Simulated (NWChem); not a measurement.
Species: CH₅InS; SMILES C[S][InH2]

```xyz
8

In     0.0292     0.8547     0.0000
H     -1.2298     2.0228    -0.0054
H      1.7414     1.0622     0.0074
S     -0.6815    -1.4381     0.0004
C      0.8897    -2.3704    -0.0008
H      0.9426    -2.9850    -0.9104
H      0.9111    -3.0335     0.8755
H      1.7690    -1.7123     0.0330
```
Atoms are numbered in this order, from 1.

Results from NWChem. All runs use the structure optimised with PBE0/def2-SVP. Not confirmed as a minimum by frequencies. def2 effective core potentials on In; no spin-orbit coupling. B3LYP is NWChem's, with the RPA form of VWN correlation. Ions are spin-unrestricted doublets at the neutral geometry; other ion states weren't tried.

For level B3LYP/def2-SVP:

| Quantity | Value |
|---|---|
| −ε(HOMO) (eV) | 6.47 |

### Question
How do the values read with level PBE/def2-SVP instead?

### Answer
| Property | Result |
|---|---|
| −ε(HOMO) (eV) | 5.61 |
